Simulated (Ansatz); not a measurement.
System: CuI2, charge -1, multiplicity 1. 
Coordinates optimised at B3LYP-D3(BJ)/def2-TZVP (Ansatz, a first-principles code):
```xyz
3

Cu     0.0000     0.0000     0.0000
I      0.0000     0.0000     2.4757
I      0.0000     0.0000    -2.4757
```
Charge -1, spin multiplicity 1.

Basis-set convergence of Hartree-Fock and CCSD correlation energies (hartree) with Ansatz. Correlated levels leave the core frozen unless marked. No spin-orbit coupling. The frozen core is the preceding noble-gas configuration, with the filled d and f shells of earlier blocks. Past Kr the def2 sets carry scalar-relativistic core potentials.

```json
[
 {"basis": "def2-SVPD", "functions": "104", "E(HF)": "-2232.23960", "E(corr, CCSD)": "-0.51007"},
 {"basis": "def2-TZVPPD", "functions": "185", "E(HF)": "(withheld)", "E(corr, CCSD)": "(withheld)"}
]
```

Problem. Some entries are withheld; supply them.

Solution. 
- def2-TZVPPD, E(HF): -2232.47838
- def2-TZVPPD, E(corr, CCSD): -0.75550
